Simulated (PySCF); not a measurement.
Sn(H)(OH)(NH2)2 (H6N2OSn), SMILES [NH2][SnH]([NH2])[OH].

Geometry: PBE0-D3(BJ)/def2-SVP. The structure was generated by enumeration; whether it is a known compound was not checked. The def2 effective core potentials stand for the cores of Sn; spin–orbit coupling is left out. Other conformers were not sampled.

Method: PBE0-D3(BJ)/def2-SVP (PySCF 2.14.0).

Frequencies are harmonic and unscaled.

```tsv
mode	ν (cm⁻¹)	IR (km/mol)	moving atoms (share of kinetic energy)
1	116	15.5	H 91 %
2	142	2.8	H 47 %, N 30 %, O 16 %
3	155	1.6	N 42 %, H 28 %, O 20 %, Sn 9 %
4	181	23.9	N 30 %, O 29 %, H 22 %, Sn 19 %
5	206	40.4	H 73 %, N 23 %
6	271	131.7	H 76 %, O 14 %, N 9 %
7	515	113.8	H 71 %, N 27 %
8	521	187.8	H 63 %, N 33 %
9	553	105.7	H 67 %, N 29 %
10	587	60.2	H 82 %, N 11 %
11	621	68.5	O 77 %, H 9 %
12	633	42.9	N 46 %, H 41 %, Sn 10 %
13	642	28.7	H 45 %, N 42 %, Sn 9 %
14	822	62.6	H 92 %
15	847	17.3	H 89 %
16	864	82.8	H 89 %
17	1534	29.3	H 91 %, N 9 %
18	1538	2.9	H 92 %, N 8 %
19	1951	157.6	H 99 %
20	3557	12.3	H 96 %
21	3558	13.0	H 96 %
22	3659	17.4	H 92 %, N 8 %
23	3660	17.3	H 92 %, N 8 %
24	3892	52.7	H 94 %
```
